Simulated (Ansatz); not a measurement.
The cluster PtSe2⁺, relaxed as a doublet with UKS PBE-D4/def2-TZVP in Ansatz, starting from the GFN1-xTB geometry. Force threshold 0.02 eV/Å.

In the def2 sets Pt takes a core potential; there is no spin–orbit coupling. The relaxation made no stability test and no search for a lower SCF solution. No other spin state of charge 1 was run. The structure comes from a short search, and lower isomers may exist.

Start:

Cartesian coordinates in Å:
```
Pt 0.941 0.378 -0.344
Se 0.079 -0.297 1.555
Se -1.020 -0.080 -1.211
```

```csv
step,energy (eV),largest force component (eV/Å),SCF passes
1,-133920.7558,3.246,65
2,-133921.2418,0.861,36
3,-133922.0345,0.745,75
4 (rejected),-133921.8274,3.201,30
5,-133922.0760,0.186,25
6,-133922.0772,0.009,25
```

Force components are those of the run's own axes.

End:

```xyz
3

Pt    1.2182    0.4892   -0.4479
Se   -0.1920   -0.3267    1.2730
Se   -1.0262   -0.1625   -0.8250
```

By distances, no bond broke or formed. The bond that changes most is Se2–Se3, from 2.99 to 2.26 Å (atoms count from 1). The end is the same structure that another start reached, the lowest one found.

No frequencies were taken in this run, so the end may be a saddle point.

It took 15 s on 4 threads of Arm Neoverse V2 on a shared host.
